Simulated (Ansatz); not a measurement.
Consider the formal exchange of groups at the Al–Cl bond: `[OH][AlH][Cl]` + `[SiH3][SeH]` → `[OH][AlH][SiH2][SeH]` + HCl.

Computed with Ansatz on PBE0-D4/def2-TZVP structures; ΔE is electronic, products minus reactants. CCSD(T)/CBS is the MP2 limit (def2-TZVPP, def2-QZVPP) plus CCSD(T) − MP2 in def2-TZVPP, frozen cores. This one scheme is used for every species. Functionals use def2-TZVPP. B3LYP here is the variant with VWN-RPA as its local correlation; programs differ in this. HSE06 is defined as in plane-wave codes. For Se outer-core shells are correlated without core-valence functions, which leaves a few kJ/mol of doubt a bond. Scalar relativity is left out up to krypton. One conformer a species, not always the lowest.

```
             level  ΔE (kcal/mol)
          HSE06-D4           35.7
           ωB97M-V           39.8
              PBE0           36.6
             B3LYP           39.7
             HSE06           36.6
    MP2/def2-TZVPP           40.3
SCS-MP2/def2-TZVPP           40.7
     MP2/CBS(def2)           40.7
```

(1) What does CCSD(T)/CBS give? (An estimate is asked.)

Largest T1 diagnostic among the species: 0.012.

## Answers

(1) Ansatz gave: +38.5 kcal/mol. The listed levels differ from it by -2.8, 1.3, -1.9, 1.2, -1.9, 1.8, 2.2, 2.2 kcal/mol.

From BLYP to BHLYP (50 % exact exchange), in def2-TZVPP and without D4, ΔE moves by +3.0 kcal/mol. In def2-TZVPP, CCSD(T) changes the Hartree–Fock value by −6.8 kcal/mol (the triples alone add −0.8 kcal/mol) and MP2 by −4.6 kcal/mol.
